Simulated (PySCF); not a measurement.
# Working out the excitation energy of B

B [He] 2s2 2p1 (2P) → B [He] 2s2 3s1 (2S). All numbers are calculated (PySCF 2.14, the non-relativistic Hamiltonian (point nucleus), in dyall-av2z (11s7p2d, 42 functions)). Frozen: 1s2; the 8 highest virtual orbitals dropped. Energies in hartree (1 hartree = 27.21139 eV):

```json
{"part": "UHF", "B (lower)": "-24.532212", "B (upper)": "-24.345653"}
{"part": "CCSD correlation", "B (lower)": "-0.062726", "B (upper)": "-0.069052"}
{"part": "(T)", "B (lower)": "-0.001045", "B (upper)": "-0.000720"}
```

Problem. What does Hartree-Fock give?

Solution. (-24.345653) − (-24.532212) = 0.186559 hartree = 5.077 eV.

Problem. What do CCSD and CCSD(T) give?

Solution. The CCSD correlation energies differ by -0.006326 hartree = -0.172 eV and the triples by 0.000325 hartree = 0.009 eV, so CCSD gives 4.905 eV and CCSD(T) 4.914 eV.

Measured between the centres of the two terms (NIST): 4.963 eV, so CCSD(T) (valence) is off by -0.049 eV.

A double-zeta basis recovers only part of the correlation energy.

What remains against the reference includes basis incompleteness, the frozen core and higher excitations.
